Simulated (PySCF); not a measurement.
**The W–F bond energy of WF₃**

Computed with PySCF, PBE0, basis W def2-TZVP with ECP60, F def2-TZVP (scalar-relativistic core potentials, no spin–orbit coupling, density fitting).

Each entry is the lowest minimum that a search over a few typed start shapes (and spin states, where more than one is plausible) found, or that minimum re-optimised at the stated level; isomers with ligand–ligand bonds, or fragments after loss of a ligand pair, can lie lower.

Total energies (Eh), which compare only within these settings: F atom -99.67618.

```json
{"species": "WF₂", "2S+1": "5", "group": "C2v", "E (Eh)": "-266.67975", "ZPE (kJ/mol)": "8.6"}
{"species": "WF₃", "2S+1": "4", "group": "D3h", "E (Eh)": "-366.56319", "ZPE (kJ/mol)": "15.2"}
```

Problem. What are De and D0 for WF₃ → WF₂ + F?

Solution. De = [(-266.67975) + (-99.67618) − (-366.56319)] × 2625.5 = 544 kJ/mol. The zero-point energy changes by -6.6 kJ/mol, so D0 = 538 kJ/mol.

Atoms and open shells are unrestricted, without spin–orbit or basis-set superposition corrections.

One determinant describes each species, so states of open d or f shells may be missed.

Spin–orbit coupling can matter for elements this heavy.
